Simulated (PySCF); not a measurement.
**C₆ coefficients of unlike pairs at PBE0**

Calculated with PySCF 2.14 from the dipole response of each species, C₆(A,B) = (3/π) ∫ α_A(iu) α_B(iu) du, in atomic units, from isotropic polarisabilities. For ions this is the dispersion term alone; charge-induced terms of lower order in 1/R come first.

```tsv
species	configuration	basis	relativity	α (bohr³)	C₆ (like pair)
Te³⁺	[Kr] 4d10 5s2 5p1 (2P)	x2c-QZVPPall with one added diffuse shell each of s, p, d, f type (14s10p8d5f1g)	spin-free X2C	10.64	56.70
Li⁺	1s2 (1S)	aug-cc-pVDZ (4s3p2d)	none	0.06389	0.006652
Cu	[Ar] 3d10 4s1 (2S)	aug-cc-pwCVDZ-PP with ECP10MDF (6s6p5d3f)	core potential	44.41	259.3
P²⁺	[Ne] 3s2 3p1 (2P)	x2c-QZVPPall with one added diffuse shell each of s, p, d, f type (10s7p5d3f1g)	spin-free X2C	9.221	33.33
```

Problem. Estimate C₆ for P²⁺ with Te³⁺.

Solution. The integral gives 42.79. The combination rule 2 C_A C_B / (C_A α_B/α_A + C_B α_A/α_B) gives 43.15 and the geometric mean 43.47.

No spin-orbit coupling is included.

The other pairs:

| pair | C₆ |
| --- | --- |
| Cu, Te³⁺ | 102.9 |
| Cu, Li⁺ | 0.8063 |
| Li⁺, Te³⁺ | 0.5533 |
| P²⁺, Li⁺ | 0.3820 |
| P²⁺, Cu | 83.40 |
